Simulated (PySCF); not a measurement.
Method: PySCF, PBE0, basis Y def2-TZVP with ECP28, Cl def2-TZVP (scalar-relativistic core potentials, no spin–orbit coupling, density fitting).

```xyz
3
charge 1 multiplicity 1, angstrom
Y    -0.1503   -0.5558    0.0000
Cl    0.1902    0.7033    1.9418
Cl    0.1902    0.7033   -1.9418
```

YCl₂⁺ (singlet), along the line from Y1 (at 0) through Cl2 (at 2.339 Å). Core electrons replaced by a potential are absent, the electrostatic potential uses the reduced nuclear charge, and values within about 0.7 Å of such atoms have no physical meaning.

Question: Tabulate the fields along this line at -0.70, 0.82, 1.05, 1.29, 1.52, 1.75, 1.99, 2.22, 2.57, 2.81, 3.04, 3.27, 3.51, 3.74 Å.

Answer: 
```tsv
distance (Å)	electron density (e/Å³)	electron localisation function	electrostatic potential (V)
-0.70	2.43	0.904	59.3
0.82	1.34	0.627	40.9
1.05	0.646	0.243	22.7
1.29	0.724	0.565	17.5
1.52	1.25	0.817	24.5
1.75	1.98	0.497	57.3
1.99	7.21	0.266	169
2.22	178	0.508	1100
2.57	41.9	0.848	347
2.81	2.51	0.115	95.1
3.04	1.41	0.844	34.4
3.27	0.633	0.883	14.3
3.51	0.242	0.812	7.32
3.74	0.0873	0.662	4.76
```

On a grid of 0.12 Å the density has a local minimum along the bond near 1.17 Å from Y, at 0.62 e/Å³, where the ELF is 0.33.
